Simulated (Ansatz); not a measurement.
The same atomization along the group Al, Ga, In.

Calculated with Ansatz (gas phase, PBE0-D4/def2-TZVP geometries, no zero-point term in ΔE). CCSD(T)/CBS adds triple-zeta CCSD(T) − MP2 to the extrapolated MP2 energy (def2 sets, frozen cores). This one scheme is used for every species, atoms too. No spin–orbit coupling; open shells (•) take unrestricted orbitals. Spin–orbit coupling would lower the free atoms: a little for Al, C, O; clearly for Ga; strongly for In. def2 core potentials past Kr. Bonds to Ga, In are less sure, by a few kJ/mol each and by 10 to 20 or more in all where they break to atoms, as the def2 sets lack core-valence functions. Scalar relativity is left out up to krypton. One conformer a species, not always the lowest.

(1) Order these by ΔE at CCSD(T)/CBS, lowest first. (An estimate is asked.)
A. `CC[O][Ga]([O]CC)[O]CC` → Ga• + 6 C• + 15 H• + 3 O•
B. `CC[O][In]([O]CC)[O]CC` → In• + 6 C• + 15 H• + 3 O•
C. `CC[O][Al]([O]CC)[O]CC` → Al• + 6 C• + 15 H• + 3 O•

Largest T1 diagnostic: 0.018, for Al•.

Results:

(1) B (+2290.3 kcal/mol), A (+2334.8 kcal/mol), C (+2402.5 kcal/mol).

For atomizations the MP2-based limit and the directly extrapolated one differ by several kJ/mol either way, and by 10 to 25 for some Ge, Se and Sn compounds, so smaller differences from it don't rank the levels.
